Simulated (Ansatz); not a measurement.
`F[SiH](F)C[SiH3]`, charge 0, multiplicity 1.

Give a relaxed structure at PBE0-D4/def2-TZVP (Ansatz 0.2.0). (An estimate is asked.)

Ansatz gave: 
Cartesian coordinates in Å:
```
F -0.2293 2.3550 -0.0142
Si 0.4634 1.2374 0.8801
F -0.5120 0.9467 2.1019
C 0.6928 -0.2945 -0.1098
Si -0.8622 -1.0785 -0.8230
H 1.7058 1.8156 1.4309
H 1.3764 -0.0644 -0.9353
H 1.1968 -1.0350 0.5222
H -1.5527 -0.1194 -1.7216
H -1.7834 -1.4733 0.2723
H -0.4954 -2.2895 -1.6034
```
Point group Cs.
This is one stationary point; other conformers may exist.
